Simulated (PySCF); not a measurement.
A GIAO shielding run with PySCF 2.14.0 with density-fitted response routines (density fitting, non-relativistic, gas phase) on SMILES CS(=O)(=O)[C@]1([SiH3])C=CO[SiH2]1, C$_{4}$H$_{10}$O$_{3}$SSi$_{2}$:

```
$ OMP_NUM_THREADS=1 python probes_run.py task.json out

{"job": {"kind": "nmr", "xc": "PBE0", "basis": "pcSseg-1"}, "charge": 0, "multiplicity": 1}
C      2.292270     0.285708    -0.507735
S      1.077300    -1.013329    -0.099445
O      1.028041    -1.920316    -1.218809
O      1.442947    -1.572585     1.177224
C     -0.522395    -0.232418     0.089961
Si    -1.665343    -1.746623    -0.103427
C     -0.691200     0.794196    -0.967625
C     -0.770080     2.041597    -0.521945
O     -0.677870     2.240675     0.829544
Si    -0.522449     0.824811     1.676544
H      2.287806     1.027147     0.280628
H      3.257589    -0.201761    -0.569510
H      2.019946     0.718430    -1.461576
H     -1.725865    -2.122380    -1.513006
H     -1.202054    -2.814123     0.772097
H     -2.988940    -1.268338     0.324776
H     -0.738427     0.526978    -2.008514
H     -0.900015     2.944245    -1.095142
H     -1.720630     0.588581     2.477523
H      0.714221     0.910182     2.435401
```

Hardware: 1 thread of an Arm Neoverse V1, shared host. The job also computes population analyses, field gradients, ring-centre shieldings.

Problem. How large is the calculation?

Solution. 102 electrons, 241 basis functions and 1322 auxiliary functions.

Problem. How long does it take, and how much memory does it need?

Solution. 58 s of wall time, with 15 SCF cycles and 5 response iterations; peak memory 1.1 GiB. Times on a shared host scatter by some tens of per cent.
